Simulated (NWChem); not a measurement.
Species: SnCl cation, singlet; SMILES [Cl][Sn+]

Results from NWChem. Low-valent species are run as closed-shell singlets; no triplet was tried in these runs. The geometry was optimised at PBE0/def2-SVP. def2 effective core potentials on Sn; no spin-orbit coupling. Static field.

| level | isotropic polarisability (bohr³) | anisotropy (bohr³) |
|---|---|---|
| PBE/def2-SVPD | 41.4 | 27.1 |
| B3LYP/def2-SVPD | 40.8 | ? |
| CAM-B3LYP/def2-SVPD | 40.4 | 24.5 |

Some entries are withheld; supply them.


- B3LYP/def2-SVPD, anisotropy (bohr³): 25.9
